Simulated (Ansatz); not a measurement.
`[F][Sn]([F])([F])[GeH3]` + propene → `C=C[CH2][GeH3]` + `[F][SnH]([F])[F]`  (formal exchange of groups at a Ge–Sn bond)

Calculated with Ansatz (gas phase, PBE0-D4/def2-TZVP geometries, no zero-point term in ΔE). CBS: MP2 limit from def2 TZ/QZ plus the TZ coupled-cluster correction, frozen cores. Functionals use def2-TZVPP. Elements past krypton have def2 core potentials. For Ge, Sn outer-core shells are correlated without core-valence functions, which leaves a few kJ/mol of doubt a bond. Scalar relativity is left out up to krypton. Each species was taken in one conformer, which may not be the lowest.

```
                  species  B97M-V energy (Eh)
`[F][Sn]([F])([F])[GeH3]`         -2592.39447
                   `C=CC`          -117.95229
         `C=C[CH2][GeH3]`         -2195.76556
       `[F][SnH]([F])[F]`          -514.55299
```

Question: Work out ΔE.

Answer: ΔE = (-2195.76556) + (-514.55299) − (-2592.39447) − (-117.95229) = 0.02821 Eh = +17.7 kcal/mol. CCSD(T)/CBS gives +19.3 kcal/mol.

Largest T1 diagnostic among the species: 0.015.

From BLYP to BHLYP (50 % exact exchange), in def2-TZVPP and without D4, ΔE moves by −2.0 kcal/mol. Leaving LDA and LC-ωPBE aside and taking each functional with its dispersion term where it has one, the values, not all of them listed here, spread over 4.1 kcal/mol, from B97M-V to BLYP-D4. LDA lies −1.6 kcal/mol from PBE without D4. The D4 term adds −0.8 kcal/mol with B3LYP and −0.4 kcal/mol with PBE0; it sums over pairs of atoms, weighted by their polarisabilities, and B3LYP, whose exchange is more repulsive, gets the larger term.

B3LYP here is the variant with VWN-RPA as its local correlation; programs differ in this.
